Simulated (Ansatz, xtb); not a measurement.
Pulling on the Si2–H4 bond in Cl2H2Si (SMILES Cl[SiH2]Cl) (multiplicity 1 held, fragments rigid). Energies count from the point at 1.470 Å.
Geometry at that point (charge 0, multiplicity 1):
```csv
atom,x (Å),y (Å),z (Å)
Cl,-1.6761,0.4337,-0.0037
Si,-0.0115,-0.7660,0.0237
Cl,1.6883,0.3828,-0.0216
H,-0.0165,-1.5412,1.2727
H,-0.0307,-1.6168,-1.1749
```

R- and RO- levels are restricted; in cc, def2 and unpolarised 6-31G sets they are followed outwards from rest. Unrestricted levels (U-) break spin symmetry where that is lower. Curves can end on different states.

The values were computed with Ansatz (an electronic-structure program); xtb for the GFN methods. Each number belongs to the level named beside it. The GFN methods have no spin term and hold the electronic entropy of 300 K.

**Question.** One of these levels gives 90.82 kcal/mol for the energy at R = 4.704 Å. Name it.
A. GFN2-xTB
B. U-r2SCAN/cc-pV(T+d)Z
C. R-r2SCAN/cc-pV(T+d)Z

**Answer.** B, U-r2SCAN/cc-pV(T+d)Z. The others give 106.92 (GFN2-xTB), 126.89 (R-r2SCAN/cc-pV(T+d)Z)

Doubts at one or more of the structures used: a restricted determinant that unrestricted orbitals would lower (R-r2SCAN/cc-pV(T+d)Z); a spin-contaminated determinant (U-r2SCAN/cc-pV(T+d)Z).
